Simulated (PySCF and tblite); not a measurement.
Results of a calculation; reference values are marked as such.
System: C5H11GeN, numbered as in [CH2:1]=[CH:2][C@@:3]1([GeH2:4][CH3:5])[CH2:6][NH:7]1.

Motion: pyramidal inversion at N7. GFN2-xTB gives an electronic barrier of 14.8 kcal/mol and a reaction energy of -1.9 kcal/mol.

Spin–orbit effects of heavy atoms on shieldings are missing.

Question: What does PBE0/pcSseg-1 + D3(BJ) give on GFN2-xTB geometries?

Answer: A barrier of 16.3 kcal/mol, 1.5 above the tight-binding barrier (from unrounded values), a reaction energy of -0.1 kcal/mol and, with GFN2-xTB thermal terms, ΔG‡(298 K) = 14.9 kcal/mol and k = 71 s⁻¹ (1 equivalent path).

Programs: tblite and PySCF.
